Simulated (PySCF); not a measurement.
C4H11PSi.
Cartesian coordinates in Å at the PBE0-D3(BJ)/def2-SVP level; atoms count from 1:
```xyz
17
C4H11PSi angstrom
C     -1.6870    1.2087   -0.4692
C     -1.2070    0.2772    0.6313
C     -0.6168   -1.0083    0.1068
C      0.3107   -1.8418    0.9155
P      1.1009   -1.1570   -0.6432
Si     2.1431    0.6561    0.2419
H     -2.1258    2.1288   -0.0552
H     -2.4537    0.7229   -1.0931
H     -0.8556    1.4955   -1.1315
H     -0.4699    0.7916    1.2717
H     -2.0495    0.0213    1.2997
H     -1.3232   -1.5817   -0.5089
H      0.1704   -2.9278    0.9207
H      0.6461   -1.4397    1.8775
H      1.9847    0.7704    1.7266
H      1.6610    1.9251   -0.3883
H      3.6000    0.5175   -0.0641
```

Computed, not measured: TDDFT CAM-B3LYP/def2-SVPD, vertical, gas phase, core orbitals frozen in the response in PySCF 2.14.0, density-fitted response routines.

Ground-to-excited transition dipoles (e·a0, same axes as the geometry; the sign carries no meaning), for the states with f of 0.002 or more among the lowest 7:

```
state  E (eV)      μx      μy      μz
   S1   5.560  -0.176   0.153  -0.066
   S2   6.306  -0.002  -0.242  -0.392
   S3   6.600   0.218   0.250   0.114
   S4   6.698   0.342  -0.156  -0.438
   S5   6.745   0.786   0.967   0.145
   S6   7.035   0.276   0.083  -0.201
   S7   7.231  -0.424  -0.018  -0.234
```

Question: What oscillator strength does each state have?

Answer: f = (2/3) ΔE |μ|² with ΔE in hartree (27.2114 eV).

```json
{"state": "S1", "|μ|² (au)": "0.059", "|μ| (D)": "0.62", "f": "0.008"}
{"state": "S2", "|μ|² (au)": "0.212", "|μ| (D)": "1.17", "f": "0.033"}
{"state": "S3", "|μ|² (au)": "0.123", "|μ| (D)": "0.89", "f": "0.020"}
{"state": "S4", "|μ|² (au)": "0.332", "|μ| (D)": "1.47", "f": "0.055"}
{"state": "S5", "|μ|² (au)": "1.574", "|μ| (D)": "3.19", "f": "0.260"}
{"state": "S6", "|μ|² (au)": "0.123", "|μ| (D)": "0.89", "f": "0.021"}
{"state": "S7", "|μ|² (au)": "0.235", "|μ| (D)": "1.23", "f": "0.042"}
```

Question: Which bond between heavy atoms lies closest to the direction of the S5 transition dipole?

Answer: P5–Si6, at 19° from it; next C3–P5 and C2–C3 at 62°.

Question: What angle do the transition dipoles of S3 and S6 make?

Answer: |cos θ| = |μa·μb| / (|μa| |μb|) = 0.47, so θ ≈ 62° (taken between 0 and 90°, since the signs are arbitrary).

Question: What peak molar absorption coefficient would the strongest computed level give as a lone Gaussian band 0.5 eV wide at half height?

Answer: ε(max) = 2.175×10⁸ f / FWHM, with the width in cm⁻¹. S5: 2.175×10⁸ × 0.2601 / 4033 ≈ 14000 L mol⁻¹ cm⁻¹.

The vertical ionisation energy (ΔSCF) is 8.91 eV, 1.68 eV above S7.

One conformer stands for the species.

Without π bonds the low states may be Rydberg-like; a valence basis with one diffuse set may place them up to an eV too high.
